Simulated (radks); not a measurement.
The numbers below are computed, except where a source is named.
Spherical quantum dot in the effective-mass picture: electrons in a hard-walled sphere of radius 1.56, all in effective atomic units (hartree* = m*/eps^2 hartree, bohr* = eps/m* bohr), one dielectric constant everywhere. Level of theory: non-relativistic Kohn-Sham, PBEsol, spin-polarised, spherical densities (a radial shooting solver with Libxc functionals). Levels are named by radial order and angular momentum (1s, 1p, 1d, 2s, ...), and open shells are averaged over m.

N = 25, configuration 1s2 1p6 1d10 2s(up 1, down 0) 1f(up 6, down 0). This is the lowest configuration that the search found. Occupied and some empty levels:

level    occupation  eigenvalue (hartree*)  <r> (bohr*)
1s up             1                 23.554       0.9518
1s down           1                 23.762       0.9535
1p up             3                 24.930        1.029
1p down           3                 25.130        1.028
1d up             5                 27.052        1.082
1d down           5                 27.258        1.081
1f up             6                 29.823        1.123
2s up             1                 29.868       0.7191
1f down           0                 30.038        1.122
2s down           0                 30.220       0.7273
1g up             0                 33.192        1.155
1g down           0                 33.413        1.154
2p up             0                 33.752       0.8204
2p down           0                 33.987       0.8253
2d up             0                 38.215       0.8899
2d down           0                 38.400       0.8921

Energy (hartree*): total 416.503, kinetic 173.48, external 0, Hartree 269.61, exchange-correlation -26.582.

Electron density:

r (bohr*)  n(r) (e/bohr*^3)
0.0432                1.531
0.121                 1.491
0.199                 1.423
0.276                 1.344
0.354                 1.278
0.432                 1.253
0.509                 1.295
0.587                 1.425
0.665                 1.653
0.743                 1.967
0.820                 2.331
0.898                 2.683
0.976                 2.937
1.05                  3.005
1.13                  2.818
1.21                  2.358
1.29                  1.699
1.36                 0.9700
1.44                 0.3678
1.52                0.04181
